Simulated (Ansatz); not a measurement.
SiHMe2(SiH3) (C₂H₁₀Si₂). Total charge 0; singlet. Geometry PBE-D4/def2-SVP.

```xyz
14

Si    0.4792   -0.1950    0.2467
H     1.9134   -0.6009    0.4939
C    -0.0049    1.1591    1.4831
H     0.6580    2.0431    1.3901
H     0.0696    0.7829    2.5243
H    -1.0485    1.4938    1.3124
C    -0.6359   -1.7169    0.4377
H    -0.3373   -2.5215   -0.2645
H    -1.6955   -1.4598    0.2339
H    -0.5727   -2.1210    1.4691
Si    0.3280    0.6385   -1.9526
H     1.2828    1.7832   -2.1798
H    -1.0680    1.1456   -2.2228
H     0.6316   -0.4311   -2.9714
```

B3LYP takes the VWN-RPA correlation.

Estimate the orbital energies around the gap (eV) in Ansatz with revPBE-D4/def2-TZVP, B3LYP-D4/def2-TZVP, PBE0-D4/def2-SVP, PBE0-D4/def2-TZVPD, ωB97M-V/def2-TZVP.


```
orbital  revPBE-D4/def2-TZVP  B3LYP-D4/def2-TZVP  PBE0-D4/def2-SVP  PBE0-D4/def2-TZVPD  ωB97M-V/def2-TZVP
 HOMO−9               -11.46              -12.88            -13.18              -13.20             -15.81
 HOMO−8               -10.08              -11.39            -11.64              -11.66             -14.13
 HOMO−7                -9.99              -11.30            -11.54              -11.56             -14.02
 HOMO−6                -9.63              -10.91            -11.14              -11.16             -13.57
 HOMO−5                -9.60              -10.89            -11.10              -11.13             -13.53
 HOMO−4                -8.27               -9.43             -9.64               -9.64             -11.95
 HOMO−3                -8.25               -9.41             -9.62               -9.62             -11.92
 HOMO−2                -7.60               -8.75             -8.91               -8.93             -11.18
 HOMO−1                -7.50               -8.61             -8.84               -8.83             -11.07
   HOMO                -6.60               -7.57             -7.78               -7.76              -9.80
   LUMO                -0.37                0.14              0.67                0.03               1.93
 LUMO+1                -0.36                0.19              0.67                0.18               2.03
 LUMO+2                 0.31                0.80              1.53                0.46               2.60
 LUMO+3                 0.54                0.98              2.05                0.70               2.75
 LUMO+4                 0.95                1.42              2.46                1.01               3.17
 LUMO+5                 1.03                1.52              2.55                1.13               3.38
```
